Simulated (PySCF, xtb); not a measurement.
C₃H₉ClOSi, SMILES OCCC[SiH2]Cl. One conformer was computed; it need not be the lowest.

Harmonic wavenumbers (cm⁻¹) from GFN2-xTB run with xtb at its own minimum, in rising order: 30, 45, 126, 189, 195, 327, 350, 456, 499, 521, 584, 697, 714, 750, 781, 899, 920, 1010, 1058, 1116, 1130, 1163, 1249, 1297, 1319, 1346, 1354, 1464, 1481, 1493, 2234, 2295, 2866, 2936, 2960, 2977, 2988, 2992, 3540.

What does PySCF with ωB97X-D3(BJ)/def2-SVP give at its own minimum? (Estimate from the structure and the level; the computed values follow.)

42, 46, 132, 204, 212, 319, 350, 487, 528, 570, 688, 714, 778, 882, 897, 921, 976, 1023, 1060, 1125, 1164, 1186, 1281, 1319, 1379, 1395, 1426, 1437, 1476, 1505, 2259, 2288, 3034, 3055, 3089, 3102, 3115, 3150, 3877. Paired by order, the mean absolute difference is 57 cm⁻¹ and the zero-point energies are 72.0 and 75.0 kcal/mol.
